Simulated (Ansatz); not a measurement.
C₅H₉B (`CBC#CCC`), relaxed with RKS PBE0-D4/def2-TZVP in the Gaussian-basis code of Ansatz from a PBE-D4/def2-SVP geometry. The force threshold is 0.005 eV/Å; the program also tests the step.

The species carries charge 0 and has multiplicity 1.

Start:

```xyz
15

C    -1.102   -2.518   -1.401
B    -1.653   -1.549   -0.294
C    -0.885   -0.356    0.228
C    -0.254    0.620    0.652
C     0.515    1.760    1.129
C     1.896    1.922    0.472
H    -1.167   -3.572   -1.050
H    -0.072   -2.310   -1.748
H    -1.790   -2.478   -2.277
H    -2.767   -1.760    0.167
H     0.623    1.672    2.235
H    -0.094    2.681    0.979
H     1.800    2.055   -0.624
H     2.423    2.806    0.883
H     2.527    1.029    0.649
```

(1) By how much does the energy fall, and how many steps does the optimiser take? (Best estimate.)

(2) Which bonds change most? (An estimate is asked.)

(3) Give the relaxed structure. (Estimate.)

Answers

(1) Computed: 0.08 eV, in 4 steps.

(2) Computed: C3–C4 from 1.237 to 1.213 Å; B2–H10 from 1.224 to 1.200 Å; C5–H12 from 1.114 to 1.096 Å; C5–H11 from 1.114 to 1.096 Å.

(3) The calculation gave: 
```xyz
15

C    -1.092   -2.493   -1.388
B    -1.641   -1.532   -0.289
C    -0.870   -0.347    0.225
C    -0.250    0.610    0.641
C     0.508    1.747    1.123
C     1.876    1.899    0.465
H    -1.145   -3.531   -1.040
H    -0.077   -2.279   -1.725
H    -1.765   -2.456   -2.255
H    -2.732   -1.733    0.169
H     0.617    1.651    2.210
H    -0.092    2.651    0.968
H     1.774    2.027   -0.613
H     2.398    2.770    0.868
H     2.491    1.016    0.643
```
